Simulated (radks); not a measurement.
Neutral beryllium, [He] 2s2. Calculated with a radial shooting solver on a logarithmic mesh with Libxc functionals: non-relativistic Kohn-Sham, exchange-only PBE, spin-polarised, spherical densities, point nucleus. Every spin shell is full or empty, so the densities are truly spherical. Functionals are evaluated on that one density, not self-consistently. Rank these exchange functionals by their error against the exact value of the orbitals, and give that value: LDA, B88, PBEsol, OPTX, SOGGA, B86b, G96, EV93, revTPSS, SCAN, r2SCAN, TASK.

Answer. Exact: -2.65221 hartree. From best to worst, with 100 (|E| - |E exact|)/|E exact| (equal figures are ties): B86b -0.06, OPTX +0.07, B88 -0.13, G96 -0.17, SCAN -0.17, r2SCAN -0.22, revTPSS +0.31, TASK -2.08, EV93 +4.94, PBEsol -5.34, SOGGA -5.49, LDA -13.14.
